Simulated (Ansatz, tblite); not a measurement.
Forces on Ge₇Te₈ at its PBE-D4/def2-SVP geometry. The state is a singlet with charge 0.

In the def2 sets Te takes a core potential; there is no spin–orbit coupling. The xTB rows come from tblite. Single mean-field runs in def2-SVP are fitted with def2-universal-jkfit. At PBE-D4/def2-SVP the restricted singlet is unstable: a solution with broken spin symmetry lies lower. The geometry of the singlet was relaxed on an unsound state (restricted singlet, unstable towards broken spin symmetry). The structure comes from a short search, and lower isomers may exist.

GFN1-xTB (tblite), largest force 2.00 eV/Å:

```xyz
15
positions Å, forces eV/Å
Ge    5.384    1.250   -2.031    0.694    0.315    1.504
Ge   -0.154   -0.507    0.180    0.424   -0.529   -1.561
Ge   -3.646   -1.768   -0.507    0.038    0.005   -0.586
Ge    6.752    1.837    0.549   -0.949   -0.395   -1.567
Ge   -6.029   -0.333    1.944    0.185   -0.188   -0.128
Ge    3.134    0.888    0.886    0.828   -0.237   -1.800
Ge   -5.689   -2.454   -1.694    0.625    0.687    1.484
Te   -7.328   -1.706    0.167    1.086    0.357    0.085
Te   -7.119    0.647    3.848    0.363   -0.328   -0.678
Te    5.360   -0.556    0.112   -0.293    1.928   -0.088
Te    7.937    1.998   -1.834   -1.219   -0.323    0.786
Te    4.391    3.112   -0.223    0.480   -1.806    0.154
Te   -1.374   -2.065   -1.606   -0.543    0.797    1.298
Te    1.851   -0.098   -1.356   -0.383    0.388    1.785
Te   -3.468   -0.245    1.565   -1.336   -0.671   -0.688
```

GFN2-xTB (tblite), largest force 1.07 eV/Å:

```
Ge 0.264 0.117 0.793
Ge 0.336 -0.242 -0.885
Ge 0.422 -0.047 -0.110
Ge -0.598 -0.235 -0.704
Ge 0.060 -0.084 -0.115
Ge 0.593 -0.082 -0.888
Ge -0.298 0.177 0.404
Te 0.343 -0.008 -0.178
Te 0.083 -0.058 -0.117
Te -0.012 0.793 0.016
Te -0.399 -0.133 0.288
Te 0.116 -0.702 0.072
Te -0.141 0.419 0.569
Te -0.487 0.148 0.922
Te -0.281 -0.065 -0.068
```

PBE-D4/def2-SVP (Ansatz), largest force 0.02 eV/Å:

```
Ge 0.000 0.005 0.002
Ge 0.004 -0.004 0.004
Ge -0.012 0.004 0.002
Ge 0.003 0.007 0.000
Ge -0.010 0.008 0.001
Ge 0.012 -0.017 -0.002
Ge -0.002 -0.003 -0.005
Te 0.001 0.004 0.005
Te 0.004 -0.004 -0.005
Te -0.023 0.008 0.001
Te 0.001 0.003 0.000
Te -0.001 -0.007 -0.007
Te -0.001 -0.003 0.006
Te 0.018 0.007 0.001
Te 0.007 -0.009 -0.002
```
